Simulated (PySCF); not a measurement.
siletan-1-amine (C₃H₉NSi), SMILES N[SiH]1CCC1. Atoms are numbered in the order given.

```xyz
14

N      2.1200    -0.2317    -0.3361
Si     0.5601     0.3458     0.1104
C     -0.9492     0.3901    -1.0417
C     -1.7739    -0.0713     0.1885
C     -0.6686    -0.7571     1.0346
H      2.2610    -1.0918    -0.8507
H      2.9157     0.3891    -0.4081
H      0.8004     1.6625     0.7789
H     -1.2826     1.3075    -1.5482
H     -0.8900    -0.4160    -1.7933
H     -2.6399    -0.7119    -0.0478
H     -2.1662     0.8071     0.7275
H     -0.7831    -0.7248     2.1276
H     -0.5463    -1.8116     0.7330
```
Charge 0, spin multiplicity 1.

Coordinates come from a PBE0-D3(BJ)/def2-SVP optimisation. The values are those of a single conformer.

Level of theory: r2SCAN/def2-TZVP run with PySCF.

ESP charges are fitted to the potential on shells at 1.4 to 2.0 van der Waals radii. Atomic charges (e):

| atom | ESP fit | Löwdin | Mulliken | IAO |
|---|---|---|---|---|
| N1 | -1.21 | -0.26 | -0.68 | -0.86 |
| Si2 | 0.88 | 0.21 | 0.51 | 1.06 |
| C3 | -0.68 | -0.36 | -0.35 | -0.59 |
| C4 | 0.23 | -0.28 | -0.12 | -0.25 |
| C5 | -0.54 | -0.35 | -0.34 | -0.59 |
| H6 | 0.44 | 0.15 | 0.23 | 0.27 |
| H7 | 0.44 | 0.16 | 0.24 | 0.28 |
| H8 | -0.16 | -0.04 | -0.06 | -0.15 |
| H9 | 0.15 | 0.12 | 0.10 | 0.14 |
| H10 | 0.18 | 0.13 | 0.09 | 0.14 |
| H11 | -0.01 | 0.12 | 0.09 | 0.13 |
| H12 | 0.01 | 0.13 | 0.09 | 0.13 |
| H13 | 0.11 | 0.12 | 0.10 | 0.15 |
| H14 | 0.16 | 0.14 | 0.09 | 0.14 |

Computed Mayer and Wiberg (Löwdin basis) orders of the bonds:
```
bond    Mayer  Wiberg
------  -----  ------
N1–Si2   1.12    1.55
Si2–C3   0.94    1.06
C3–C4    0.95    1.21
Si2–C5   0.96    1.06
C4–C5    0.95    1.21
N1–H6    0.92    0.96
N1–H7    0.92    0.96
Si2–H8   0.94    0.89
C3–H9    0.96    0.89
C3–H10   0.94    0.86
C4–H11   0.95    0.87
C4–H12   0.97    0.85
C5–H13   0.96    0.89
C5–H14   0.94    0.86
```
